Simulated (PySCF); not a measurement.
Vibration and rotation of CaC

ROHF-CCSD(T) constants of CaC, triplet, unpaired electrons π ↑↑ (PySCF, no relativity, basis sets Ca def2-SVP, C def2-SVP; masses 39.9626 and 12.0000 u):

```
ωe           : 457.3 cm⁻¹
ωexe         : 2.98 cm⁻¹
Be           : 0.33204 cm⁻¹
αe           : 0.00301 cm⁻¹
De to Ca + C : 1.64 eV
```

Task: What force constant and bond length do these constants imply?

Result: Reduced mass μred = 9.2288 u; k = 5.8918×10⁻⁷·μred·ωe² (u, cm⁻¹, mdyn/Å) = 1.14 mdyn/Å; Re = √(16.8576/(μred·Be)) (u, cm⁻¹, Å) = 2.345 Å.

Task: Estimate the centrifugal constant D from the Kratzer relation and find the Dunham coefficient a1.

Result: D = 4Be³/ωe² = 7e-07 cm⁻¹; a1 = −1 − αeωe/(6Be²) = -3.08.

Correlated steps freeze 6 core orbitals. Correlated levels converge slowly with the basis: in double zeta they bind strong bonds too weakly, by up to about 1 eV, and carry superposition errors of some tenths. The CCSD T1 diagnostic is raised, a sign that a single reference may not be enough here. The state was picked by a PBE0 search and need not be the measured ground state.
